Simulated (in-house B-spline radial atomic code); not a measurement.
# BSE on G0W0@HF excitations of Ne IX (Ne8+)

Method: BSE on G0W0@HF. Computed with an all-electron radial atomic-structure program (B-spline basis): linear response of the closed shell 1s2 with a statically screened interaction on G0W0 levels; scalar-relativistic (spin-free one-electron X2C), finite nucleus, no spin-orbit coupling, no double excitations, S, P, D and F terms only.

Command:
```bash
python run_td.py task.json out
```
Settings (radii: box in bohr, nucleus in fm):
```
Z                        10
electrons                2
configuration            1s2
hamiltonian              x2c
method                   bse
box_radius               11.59
rms_radius               3.0055
intervals                71
```

Run time, properties included: 12 s on 1 thread of Arm Neoverse N1 (shared host).

The lowest states, in the order of their Tamm-Dancoff energies; the method's threshold (minus the highest G0W0 level) is 1196.00 eV. Labels give the largest channel, * marks a mixed state, and oscillator strengths are full-response dipole values. Energies in eV:

```csv
state,full response,Tamm-Dancoff,oscillator strength
1s → 2s 3S,?,?,-
1s → 2p 3P,914.81,914.84,-
1s → 2s 1S,915.90,915.97,-
1s → 2p 1P,922.50,922.53,0.717
1s → 3s 3S,1069.26,1069.27,-
1s → 3p 3P,?,?,-
1s → 3s 1S,1072.09,1072.11,-
1s → 3d 3D,1073.44,1073.44,-
1s → 3d 1D,1073.53,1073.53,-
1s → 3p 1P,1074.02,1074.03,0.149
1s → 4s 3S,1125.35,1125.35,-
1s → 4p 3P,1126.44,1126.45,-
1s → 4s 1S,1126.49,1126.50,-
1s → 4d 3D,1127.06,1127.06,-
1s → 4f 3F,1127.11,1127.11,-
1s → 4f 1F,1127.11,1127.11,-
```

**Question.** Where does 1s → 2s 3S lie?

**Answer.** At 905.02 eV in full response, 905.09 eV in Tamm-Dancoff.

**Question.** Where does 1s → 3p 3P lie?

**Answer.** At 1071.93 eV in full response, 1071.94 eV in Tamm-Dancoff.

**Question.** How large is the singlet-triplet splitting of 1s → 2s (S terms) in Tamm-Dancoff?

**Answer.** 10.9 eV, from the unrounded values.

**Question.** What polarisabilities and dispersion coefficient does the method give?

**Answer.** Dipole 0.001037 bohr³, quadrupole 3.936e-05 bohr⁵, C6 3.184e-05 hartree·bohr⁶ for two such species.
